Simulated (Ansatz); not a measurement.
Basis-set series for `[NH2][SnH2][Cl]`. Charge 0, multiplicity 1. Sn: def2 effective core potential. All single points use the PBE0-D4/def2-TZVP geometry. It is one conformer, not always the lowest.

| functional | basis | functions | energy (Eh) | HOMO (eV) | LUMO (eV) |
| --- | --- | --- | --- | --- | --- |
| PBE0-D4 | def2-SVP | 78 | -731.28233 | -7.39 | -0.09 |
| PBE0-D4 | def2-TZVPP | 179 | -731.52670 | -7.64 | -0.45 |
| ωB97M-V | def2-SVP | 78 | -731.38726 | -9.71 | 1.88 |
| ωB97M-V | def2-TZVPP | 179 | -731.63408 | -9.99 | 1.23 |

(1) Give the rows for def2-QZVPP. (An estimate is asked.)

Answers

(1) The calculation gave: 
| functional | basis | functions | energy (Eh) | HOMO (eV) | LUMO (eV) |
| --- | --- | --- | --- | --- | --- |
| PBE0-D4 | def2-QZVPP | 329 | -731.54653 | -7.69 | -0.59 |
| ωB97M-V | def2-QZVPP | 329 | -731.65324 | -10.05 | 0.87 |

Positive LUMOs are unbound and depend on the basis.

All numbers were calculated with Ansatz.
